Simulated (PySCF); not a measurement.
## In: ionisation energy

In [Kr] 4d10 5s2 5p1 (2P) → In+ [Kr] 4d10 5s2 (1S), as a difference of total energies. All numbers are calculated (PySCF 2.14, a scalar-relativistic core potential, in def2-QZVPPD with the def2 core potential (28 electrons)). Correlated levels: valence: 4s2 4p6 4d10 frozen. The calculations carry no spin-orbit coupling.

```
           method  ionisation energy (eV)
              UHF                   5.219
    MP2 (valence)                   5.423
SCS-MP2 (valence)                   5.409
   CCSD (valence)                   5.471
CCSD(T) (valence)                   5.494
```

**Question.** How much does correlation contribute at CCSD(T) (valence)?

**Answer.** 5.494 − (5.219) = 0.275 eV, measured against UHF.

Errors of the correlated levels include the incompleteness of this basis and the frozen core.

For comparison: 5.603 eV (measured; NIST levels, between the centres of gravity of the two terms).
